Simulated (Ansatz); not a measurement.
Steps of a relaxation of CH6FGaSi2 with RKS PBE0-D4/def2-TZVP.

```sh
$ ansatz run in.yaml --threads 4 --pin off --events-out ev --progress --plain --max-ram 10444MiB
```

```yaml
crystal:
  periodic: [false, false, false]
  atoms:
    - {symbol: F, position_ang: [-0.218260, 2.007042, -0.476096]}
    - {symbol: Si, position_ang: [0.951141, 1.172944, 0.422643]}
    - {symbol: C, position_ang: [0.399053, -0.598529, 0.573073]}
    - {symbol: Si, position_ang: [-1.059161, -1.062228, -0.658939]}
    - {symbol: Ga, position_ang: [-1.745914, 1.054238, -2.095847]}
    - {symbol: H, position_ang: [1.034207, 1.933934, 1.713981]}
    - {symbol: H, position_ang: [1.261877, -1.260892, 0.351148]}
    - {symbol: H, position_ang: [0.075110, -0.812996, 1.611971]}
    - {symbol: H, position_ang: [-0.640660, -2.369944, -1.307225]}
    - {symbol: H, position_ang: [-2.208092, -1.460301, 0.256030]}
    - {symbol: H, position_ang: [2.215998, 1.339833, -0.370140]}
basis:
  gaussian: {orbitals: def2-TZVP}
hamiltonian: {xc: pbe0, dispersion: d4}
relax: {f_tol: 0.005, max_steps: 150}
```

Positions (Å) and forces (eV/Å) along the path, 12 of 22 steps:

```xyz
11
step=1 energy=-71971.1463 eV
F    -0.218    2.007   -0.476    0.861   -0.502    0.657
Si    0.951    1.173    0.423   -0.580    0.249   -0.402
C     0.399   -0.599    0.573    0.094   -0.079    0.115
Si   -1.059   -1.062   -0.659    0.099   -0.148    0.250
Ga   -1.746    1.054   -2.096   -0.036   -0.129   -0.016
H     1.034    1.934    1.714   -0.039   -0.150   -0.308
H     1.262   -1.261    0.351   -0.397    0.320    0.103
H     0.075   -0.813    1.612    0.154    0.106   -0.497
H    -0.641   -2.370   -1.307   -0.076    0.275    0.122
H    -2.208   -1.460    0.256    0.233    0.076   -0.181
H     2.216    1.340   -0.370   -0.312   -0.018    0.156
11
step=2 energy=-71971.1967 eV
F    -0.201    1.994   -0.464    0.572   -0.339    0.458
Si    0.950    1.161    0.427   -0.548    0.290   -0.406
C     0.396   -0.596    0.571    0.031    0.042    0.001
Si   -1.054   -1.045   -0.651    0.120   -0.113    0.195
Ga   -1.749    1.020   -2.096   -0.060    0.000   -0.077
H     1.027    1.922    1.701    0.007   -0.055   -0.056
H     1.249   -1.251    0.348   -0.124    0.081    0.029
H     0.076   -0.811    1.598    0.036    0.021   -0.147
H    -0.636   -2.335   -1.303   -0.032    0.075    0.013
H    -2.189   -1.446    0.256    0.051    0.023   -0.063
H     2.196    1.332   -0.366   -0.052   -0.026    0.053
11
step=3 energy=-71971.2188 eV
F    -0.179    1.992   -0.443    0.082   -0.012    0.074
Si    0.944    1.162    0.424   -0.137    0.131   -0.111
C     0.394   -0.587    0.569   -0.045   -0.010   -0.052
Si   -1.046   -1.047   -0.637    0.002    0.066   -0.023
Ga   -1.764    1.001   -2.114   -0.023   -0.046   -0.019
H     1.030    1.909    1.699    0.028   -0.005    0.061
H     1.241   -1.240    0.347    0.052   -0.044   -0.003
H     0.077   -0.802    1.590   -0.016   -0.018    0.068
H    -0.637   -2.321   -1.308    0.015   -0.025   -0.008
H    -2.185   -1.447    0.254   -0.017   -0.016    0.022
H     2.190    1.323   -0.360    0.060   -0.021   -0.009
11
step=4 energy=-71971.2225 eV
F    -0.170    2.009   -0.432   -0.009    0.008   -0.002
Si    0.944    1.168    0.424   -0.005    0.062   -0.013
C     0.390   -0.582    0.566   -0.026   -0.008   -0.026
Si   -1.049   -1.043   -0.639    0.012    0.002    0.019
Ga   -1.786    0.976   -2.133   -0.006   -0.006   -0.008
H     1.044    1.900    1.709    0.016   -0.011    0.025
H     1.237   -1.237    0.346    0.023   -0.013   -0.001
H     0.072   -0.798    1.588   -0.011   -0.003    0.026
H    -0.632   -2.317   -1.308    0.003   -0.013   -0.017
H    -2.183   -1.451    0.255   -0.019   -0.005    0.003
H     2.197    1.318   -0.356    0.022   -0.012   -0.005
11
step=10 energy=-71971.2304 eV
F    -0.194    2.049   -0.342    0.033   -0.047    0.007
Si    0.963    1.161    0.401   -0.099    0.085    0.059
C     0.333   -0.556    0.623    0.055   -0.048   -0.086
Si   -1.028   -1.051   -0.658    0.006    0.032    0.073
Ga   -1.836    0.985   -2.091    0.001    0.018    0.009
H     1.233    1.886    1.670    0.016   -0.013   -0.033
H     1.174   -1.249    0.510   -0.014    0.000    0.030
H    -0.062   -0.690    1.633   -0.019    0.022   -0.020
H    -0.501   -2.243   -1.400    0.008    0.004    0.007
H    -2.158   -1.592    0.171    0.009   -0.016   -0.029
H     2.140    1.243   -0.497    0.003   -0.037   -0.017
11
step=14 energy=-71971.2682 eV
F    -0.141    2.073   -0.315    0.123   -0.100    0.060
Si    1.010    1.109    0.343   -0.109    0.019   -0.051
C     0.208   -0.505    0.740    0.086   -0.140    0.193
Si   -0.996   -1.048   -0.665   -0.030   -0.195   -0.002
Ga   -2.048    1.057   -1.840    0.017   -0.024    0.040
H     1.529    1.871    1.508   -0.014   -0.033   -0.043
H     0.978   -1.280    0.903   -0.230    0.230   -0.029
H    -0.366   -0.410    1.679    0.149   -0.011   -0.287
H    -0.187   -1.911   -1.616   -0.122    0.146    0.195
H    -1.985   -1.993   -0.016    0.173    0.106   -0.125
H     2.063    0.980   -0.701   -0.045    0.001    0.049
11
step=15 energy=-71971.2758 eV
F    -0.094    2.082   -0.345    0.058   -0.101    0.023
Si    1.025    1.091    0.321   -0.091   -0.037   -0.005
C     0.168   -0.486    0.751    0.045   -0.081    0.267
Si   -1.006   -1.046   -0.666    0.079   -0.388    0.005
Ga   -2.122    1.078   -1.738   -0.004   -0.013    0.008
H     1.572    1.852    1.472    0.006   -0.007   -0.002
H     0.908   -1.275    0.977   -0.226    0.242   -0.071
H    -0.437   -0.333    1.663    0.186   -0.021   -0.265
H    -0.117   -1.817   -1.627   -0.170    0.186    0.133
H    -1.902   -2.115   -0.068    0.143    0.226   -0.119
H     2.071    0.912   -0.719   -0.027   -0.005    0.025
11
step=16 energy=-71971.2841 eV
F    -0.077    2.062   -0.376    0.051   -0.061    0.035
Si    1.032    1.080    0.318   -0.055    0.003   -0.064
C     0.161   -0.481    0.765    0.003   -0.134    0.213
Si   -1.000   -1.052   -0.656   -0.017   -0.155   -0.055
Ga   -2.158    1.062   -1.695    0.002   -0.014    0.011
H     1.577    1.858    1.458   -0.003   -0.015   -0.004
H     0.890   -1.269    1.014   -0.158    0.184   -0.048
H    -0.452   -0.303    1.664    0.135   -0.033   -0.190
H    -0.102   -1.746   -1.659   -0.118    0.078    0.144
H    -1.889   -2.142   -0.098    0.174    0.149   -0.072
H     2.082    0.873   -0.713   -0.015   -0.001    0.031
11
step=17 energy=-71971.2910 eV
F    -0.059    2.046   -0.407    0.008   -0.002   -0.003
Si    1.035    1.069    0.311   -0.037   -0.032    0.034
C     0.147   -0.477    0.774   -0.010    0.062   -0.082
Si   -1.007   -1.043   -0.654    0.037    0.031    0.055
Ga   -2.194    1.061   -1.669    0.001   -0.002    0.010
H     1.574    1.856    1.448   -0.001    0.003   -0.006
H     0.868   -1.262    1.021    0.015   -0.037    0.011
H    -0.459   -0.291    1.667   -0.016    0.008    0.012
H    -0.096   -1.688   -1.657    0.005   -0.009   -0.021
H    -1.840   -2.164   -0.113   -0.010   -0.019   -0.001
H     2.096    0.837   -0.699    0.009   -0.003   -0.010
11
step=18 energy=-71971.2909 eV rejected
F    -0.044    2.046   -0.421   -0.001   -0.016    0.012
Si    1.038    1.066    0.311    0.043    0.043   -0.063
C     0.142   -0.471    0.768    0.020   -0.033    0.092
Si   -1.005   -1.046   -0.649   -0.069    0.006   -0.104
Ga   -2.209    1.059   -1.643   -0.002   -0.006    0.004
H     1.572    1.857    1.447   -0.008   -0.008    0.007
H     0.850   -1.266    1.025    0.021    0.025    0.021
H    -0.468   -0.273    1.655   -0.013   -0.012    0.013
H    -0.094   -1.673   -1.666   -0.003    0.004    0.006
H    -1.824   -2.182   -0.116    0.006   -0.002    0.007
H     2.106    0.827   -0.691    0.005   -0.001    0.006
11
step=21 energy=-71971.2922 eV
F    -0.028    2.033   -0.448   -0.003    0.001   -0.002
Si    1.045    1.058    0.304    0.010    0.000   -0.005
C     0.133   -0.468    0.778   -0.001   -0.002    0.001
Si   -1.007   -1.043   -0.652   -0.010   -0.004   -0.006
Ga   -2.240    1.060   -1.606    0.001   -0.002    0.001
H     1.572    1.860    1.436   -0.001    0.001    0.000
H     0.839   -1.259    1.053    0.004    0.000    0.001
H    -0.485   -0.257    1.657   -0.001   -0.003    0.003
H    -0.085   -1.632   -1.681    0.002    0.004    0.003
H    -1.799   -2.207   -0.136    0.001    0.005    0.000
H     2.121    0.798   -0.684   -0.002    0.000    0.004
11
step=22 energy=-71971.2922 eV
F    -0.026    2.030   -0.454   -0.001    0.002   -0.001
Si    1.045    1.057    0.303    0.002    0.000   -0.001
C     0.133   -0.468    0.778   -0.004    0.002    0.005
Si   -1.009   -1.042   -0.651    0.002    0.000   -0.001
Ga   -2.245    1.060   -1.602    0.001    0.001    0.000
H     1.569    1.862    1.434   -0.001    0.000    0.000
H     0.838   -1.259    1.053    0.000    0.000   -0.002
H    -0.485   -0.258    1.658    0.002   -0.001    0.002
H    -0.083   -1.625   -1.681   -0.004   -0.002   -0.002
H    -1.798   -2.208   -0.137    0.002   -0.001   -0.001
H     2.124    0.795   -0.681    0.000    0.000    0.001
```

It took 94 s on 4 threads of an Arm Neoverse V2 on a shared host, with 0.75 GiB of host memory at the peak.
